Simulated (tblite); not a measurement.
Compound: C3H11NO2Si2.
Z-matrix (Å and degrees, GFN2-xTB geometry), rows numbered from 1:
```
N 
Si  1  1.7232
O   2  1.6239  1  111.97
C   3  1.3999  2  129.55  1   -66.06
C   4  1.5303  3  111.66  2   -85.96
Si  5  1.9063  4  114.24  3    69.25
C   6  1.9125  5  111.67  4   -58.58
O   7  1.4105  6  111.57  5    66.26
H   1  1.0058  2  116.85  3   -61.47
H   1  1.0065  2  117.19  3   164.97
H   2  1.4587  1  119.38  3   112.82
H   4  1.0978  3  106.36  2   154.28
H   4  1.0955  3  110.47  2    37.09
H   5  1.0922  4  107.75  3   -53.65
H   5  1.0913  4  108.09  3  -168.62
H   6  1.4698  5  108.78  4  -176.00
H   6  1.4675  5  109.61  4    62.07
H   7  1.0943  6  110.80  5  -175.42
H   7  1.0954  6  111.06  5   -56.57
```

Level: GFN2-xTB in tblite, geometry and Hessian alike; calculated harmonic values, unscaled, isolated species. This tight-binding method is rough: wavenumbers can miss measured ones by several per cent, in bad cases by 10 to 20. Modes of hydrogen on silicon can be 10 to 20 % off. One conformer, not necessarily the lowest.

Harmonic wavenumbers (cm⁻¹): 51.0, 97.0, 152.4, 171.9, 183.7, 211.2, 236.1, 267.3, 338.1, 376.1, 438.0, 509.6, 585.6, 592.3, 638.8, 646.9, 675.6, 699.7, 727.3, 736.8, 743.5, 766.7, 799.7, 814.2, 873.8, 913.0, 984.1, 1019.0, 1114.9, 1128.4, 1169.5, 1213.0, 1223.9, 1275.6, 1294.8, 1339.3, 1458.9, 1472.7, 1490.9, 1517.4, 2213.2, 2233.3, 2294.3, 2889.0, 2893.0, 2917.3, 2926.7, 2968.2, 2979.0, 3494.0, 3530.6.

A = 2134, B = 1231, C = 909.4 MHz; mass 149.033 u (most abundant isotopes); point group C1, symmetry number 1.

Problem. What is the zero-point energy?

Solution. ½Σν̃ = 31144 cm⁻¹ = 89.04 kcal/mol.

Problem. Entropy at 298.15 K, 1 bar (ideal gas, RRHO, classical rotation)?

Solution. Translation 40.93, rotation 29.29, vibration 29.49: S = 99.7 cal/(mol K).

Problem. And Cp and H(298.15 K) − H(0)?

Solution. Cp = 42.25 cal/(mol K), of which vibrations give 34.30 (their classical limit is 51 R = 101.3); H(298.15 K) − H(0) = 7.29 kcal/mol without the zero-point energy, 4.92 from vibrations.

Problem. Which modes carry the vibrational entropy at 298.15 K?

Solution. 51.0 cm⁻¹: 4.78; 97.0 cm⁻¹: 3.51; 152.4 cm⁻¹: 2.64; 171.9 cm⁻¹: 2.41; 183.7 cm⁻¹: 2.29; 211.2 cm⁻¹: 2.03 cal/(mol K); the other 45 give 11.82 together.

Problem. Blend soft modes into free rotors: weight 1/[1 + (100 cm⁻¹/ν̃)⁴] for the oscillator and the rest for a rotor with moment μB/(μ + B), μ = h/(8π²ν), B = 10⁻⁴⁴ kg m². What vibrational entropy results?

Solution. 27.96 cal/(mol K) in place of 29.49, which changes −T·S at 298.15 K by +0.46 kcal/mol.

Problem. What must be added to the electronic energy to get the Gibbs energy at 298.15 K and 1 bar?

Solution. ZPE + [H(298.15 K) − H(0)] − T·S = 89.04 + 7.29 − 29.73 = 66.60 kcal/mol.

Problem. How do the functions run with temperature in this model?

Solution. 
```csv
T (K),S (cal/(mol K)),Cp (cal/(mol K)),H − H(0) (kcal/mol),G − H(0) (kcal/mol),ln q(vib)
100,68.7,18.7,1.25,-5.63,1.34
200,85.3,30.5,3.71,-13.35,3.86
300,100.0,42.5,7.36,-22.63,6.59
500,126.3,61.0,17.85,-45.32,12.21
800,159.0,77.6,38.87,-88.31,20.26
1000,177.1,84.6,55.13,-121.96,25.19
```

q(vib) and H(0) count from the zero-point level.

Hindered rotation and anharmonicity are outside this model. Other conformers, if any are populated, would add a mixing term that is left out. The structure is chiral; the term R ln 2 for an equal mix with its mirror image is left out.
